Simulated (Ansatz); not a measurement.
A nudged elastic band was laid between two geometries of AlClF₂H₄OSi (10 atoms, charge 0, multiplicity 1).

All numbers below come from Ansatz 0.2.0, RKS PBE0/def2-SVP.

* movable images: 7
* climbing image: yes
* spring: 5.0 eV/Å²
* optimiser: quadratic models (default)
* start path: through a guess of the saddle point
* force threshold: 0.03 eV/Å
* iteration limit: 60
* end points: relaxed

Initial state:

```xyz
10
Properties=species:S:1:pos:R:3
Al -1.032 -0.454 -1.275
Cl 0.606 0.349 -2.348
F -1.192 -2.108 -1.334
F -2.444 0.436 -1.191
Si 1.151 0.309 1.046
O -0.468 -0.043 0.510
H 1.529 1.671 0.599
H 1.065 0.239 2.529
H 1.989 -0.767 0.476
H -1.205 0.368 0.986
```

Final state:

```xyz
10
Properties=species:S:1:pos:R:3
Al -1.323 -0.520 -0.975
Cl 0.703 0.639 -1.429
F -1.251 -1.843 -1.973
F -2.546 0.571 -1.248
Si 1.422 0.585 0.626
O -0.746 -0.677 0.649
H 2.673 1.362 0.377
H 0.557 1.395 1.511
H 1.799 -0.788 1.021
H -1.288 -0.723 1.440
```

Problem. Which bonds break or form, and what moves?

Solution. Bonds broken: Si5–O6. Bonds formed: Cl2–Si5.

Problem. Give the energies along the band, and the barrier.

Solution. It converged. The highest image is number 8 of 0 to 8, 94.7 kJ/mol above the first end and 0.0 kJ/mol above the last; the last end lies 94.7 kJ/mol above the first. The highest image is an end point: on this band no image between the ends rises above it. The orbitals stay closed-shell, which can raise the energy where a bond breaks towards radicals; this wasn't checked here.

```json
{"image": "0", "path coordinate (Å)": "0.00", "energy (kJ/mol)": "0.0", "Si5–O6 (Å)": "1.74", "Cl2–Si5 (Å)": "3.44"}
{"image": "1", "path coordinate (Å)": "0.60", "energy (kJ/mol)": "1.7", "Si5–O6 (Å)": "1.75", "Cl2–Si5 (Å)": "3.37"}
{"image": "2", "path coordinate (Å)": "1.20", "energy (kJ/mol)": "5.6", "Si5–O6 (Å)": "1.74", "Cl2–Si5 (Å)": "3.54"}
{"image": "3", "path coordinate (Å)": "1.81", "energy (kJ/mol)": "9.0", "Si5–O6 (Å)": "1.74", "Cl2–Si5 (Å)": "3.63"}
{"image": "4", "path coordinate (Å)": "2.41", "energy (kJ/mol)": "20.2", "Si5–O6 (Å)": "1.76", "Cl2–Si5 (Å)": "3.35"}
{"image": "5", "path coordinate (Å)": "3.01", "energy (kJ/mol)": "63.1", "Si5–O6 (Å)": "1.82", "Cl2–Si5 (Å)": "2.85"}
{"image": "6", "path coordinate (Å)": "3.62", "energy (kJ/mol)": "90.1", "Si5–O6 (Å)": "1.99", "Cl2–Si5 (Å)": "2.37"}
{"image": "7", "path coordinate (Å)": "4.22", "energy (kJ/mol)": "94.7", "Si5–O6 (Å)": "2.43", "Cl2–Si5 (Å)": "2.19"}
{"image": "8", "path coordinate (Å)": "4.32", "energy (kJ/mol)": "94.7", "Si5–O6 (Å)": "2.51", "Cl2–Si5 (Å)": "2.18"}
```

Run time: 6.2 min on 2 threads of Arm Neoverse V2, with other jobs on the host, peak memory 0.28 GiB.
